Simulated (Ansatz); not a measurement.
A run for Ansatz (a first-principles code): R-PBE/def2-TZVPP on H2OTe (SMILES O[TeH]), a point of a torsion scan. Elements past Kr take the def2 small-core potentials; no spin–orbit coupling.

Ansatz 0.2 input:
```yaml
crystal:
  periodic: [false, false, false]
  atoms:
    - {symbol: O, position_ang: [-0.97878408, 0.31775650, 0.41833500]}
    - {symbol: Te, position_ang: [0.83880074, 0.73378511, -0.33411608]}
    - {symbol: H, position_ang: [-1.39131353, -0.32903336, -0.15010055]}
    - {symbol: H, position_ang: [1.03460915, 1.76946486, 0.91086512]}
basis:
  gaussian:
    orbitals: def2-TZVPP
hamiltonian:
  xc: {name: PBE}
scf: {lower_state_search: off}
```

Task: What total energy does the run end on?

Result: -344.3738 hartree.
